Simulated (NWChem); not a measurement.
System: WNH₂O₂Cl; SMILES [NH]=[W](=[O])([OH])[Cl]

```xyz
7

W      0.0276    -0.1913     0.0168
O      0.9259    -0.6806     1.3746
N      0.8894    -0.6808    -1.4186
H      1.7122    -1.1075    -1.8371
Cl    -0.1350     2.0989    -0.0068
O     -1.6354    -1.0713     0.0358
H     -2.0106    -1.6367    -0.6479
```
Atoms are numbered in this order, from 1.

Computed with NWChem. Structure relaxed at the PBE0/def2-SVP level. Not confirmed as a minimum by frequencies. def2 effective core potentials on W; no spin-orbit coupling. Total energies compare along this basis series because the functional is fixed.

| level | basis functions | energy (Ha) | highest occupied level (eV) | orbital gap (eV) | dipole (D) |
|---|---|---|---|---|---|
| TPSS/def2-SVP | 102 | -733.6376 | -7.02 | 4.59 | 3.27 |
| TPSS/def2-SVPD | 144 | -733.6625 | -7.23 | 4.47 | 3.14 |
| TPSS/def2-TZVP | 182 | -734.0635 | -7.09 | 4.50 | … |
| TPSS/def2-TZVPP | 219 | -734.0708 | -7.08 | 4.51 | 3.04 |

Task: Complete the blanks.

Result: 
- TPSS/def2-TZVP, dipole (D): 3.10
